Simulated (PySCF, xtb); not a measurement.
Mg(H)(SeH) (H2MgSe), SMILES [MgH][SeH].

xtb with GFN2-xTB at its own geometry gives an orbital gap of 3.35 eV and a dipole moment of 3.17 D.

Geometry: PBE-D3(BJ)/def2-TZVP.

Task: What does PBE0/def2-TZVPD run with PySCF give? (The exact figures need the calculation; the answer reports its results.)

Result: gap 5.76 eV (levels -6.79 and -1.03 eV), dipole 1.09 D.
